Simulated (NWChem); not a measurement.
Molecule: GeIF₃; SMILES [F][Ge]([F])([F])[I]

```xyz
5

F     -1.2052    -1.0255     1.6716
Ge     0.0000     0.0000     1.0207
F     -0.2855     1.5565     1.6716
F      1.4907    -0.5310     1.6716
I      0.0000     0.0000    -1.4271
```
Atoms are numbered in this order, from 1.

Level: PBE0/def2-SVP with def2 effective core potentials on I (NWChem), optimised geometry, unscaled harmonic frequencies. def2 effective core potentials on I; no spin-orbit coupling.

```json
[
 {"frequency (cm⁻¹)": "137", "IR intensity (km/mol)": "1.8"},
 {"frequency (cm⁻¹)": "137", "IR intensity (km/mol)": "1.8"},
 {"frequency (cm⁻¹)": "213", "IR intensity (km/mol)": "11.3"},
 {"frequency (cm⁻¹)": "233", "IR intensity (km/mol)": "16.8"},
 {"frequency (cm⁻¹)": "233", "IR intensity (km/mol)": "16.8"},
 {"frequency (cm⁻¹)": "316", "IR intensity (km/mol)": "96.6"},
 {"frequency (cm⁻¹)": "731", "IR intensity (km/mol)": "92.3"},
 {"frequency (cm⁻¹)": "776", "IR intensity (km/mol)": "77.0"},
 {"frequency (cm⁻¹)": "776", "IR intensity (km/mol)": "77.0"}
]
```

| Quantity | Result |
|---|---|
| zero-point energy | 5.1 kcal/mol |
| thermal correction to the enthalpy at 298.15 K (with zero-point energy) | 9.7 kcal/mol |
| heat capacity Cv | 19.0 cal/(mol K) |
| entropy at 298.15 K and 1 atm (symmetry number 3) | 82.9 cal/(mol K) |

Rigid rotor and harmonic oscillator.
